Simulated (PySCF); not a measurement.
Correlation energy of Ne⁺ (neon, charge +1)

[He] 2s2 2p5, 2P determinant. All numbers are calculated (PySCF 2.14, the non-relativistic Hamiltonian (point nucleus), in def2-SVP (3s2p1d, 14 functions)). Frozen: 1s2; 7 electrons correlated.

MP2 pair energies summed by pair of shells (mhartree):

```csv
pair,energy,share (%)
2p-2p,-84.95,65.3
2s-2p,-38.21,29.4
2s-2s,-6.91,5.3
```

Total MP2 correlation energy: -130.06 mhartree.

Same-spin part -32.95 and opposite-spin part -97.11 mhartree; SCS-MP2 scales them by 1/3 and 6/5 to -127.52 mhartree.

| level | correlation energy (mhartree) |
| --- | --- |
| CCSD | -140.70 |
| (T) | -1.06 |
| CCSD(T) | -141.76 |

Diagnostics: T1 = 0.0037, D1 = 0.0059, largest double amplitude 0.038.

Q: Is a single reference adequate?

A: Yes: T1 lies below 0.03 and no double amplitude reaches 0.07.
